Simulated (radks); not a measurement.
Q: Numerical settings for neutral indium, [Kr] 4d10 5s2 5p1. Method: scalar-relativistic Kohn-Sham, PBEsol, spin-polarised, spherical densities, point nucleus; open shells are filled with parallel spins first (spin-orbit coupling, left out, can overturn this in heavy ions); computed with a radial shooting solver on a logarithmic mesh with Libxc functionals. The defaults (mesh step 0.008 in ln r, mesh end at 40 bohr or more with all orbitals vanishing there, Anderson mixing 0.5 over 9 steps, residual threshold near 1e-9 with the energy settled to 1e-9 hartree or 1e-11 of itself, here a cap of 50 iterations) give E = -5878.9657 hartree and 5p at -2.793 eV in 14 iterations. Run on one thread of a shared host, so times are rough (Intel(R) Xeon(R) Platinum 8488C): 0.39 s of CPU time, 0.39 s wall, 14 iterations on 2725 mesh points. One setting is changed at a time: mesh step in ln r 0.05; mesh step in ln r 0.12; mesh step in ln r 0.005; mesh end (bohr) 20; mesh end (bohr) 5; residual threshold 1e-13; residual threshold 0.1; mixing 0.2; linear mixing, mixing 0.2; linear mixing, mixing 0.5; mixing history 3; iteration cap 5. Which runs fail to converge, and which converge to a wrong energy?

A: Not converged within the cap: mesh step in ln r 0.12; linear mixing, mixing 0.2; iteration cap 5. Settled on a wrong energy, with an occupied level pushed above zero by the early mesh end: mesh end (bohr) 5 (+0.136 hartree). Apart from these: no run marked as converged misses the energy by more than 1 mhartree.
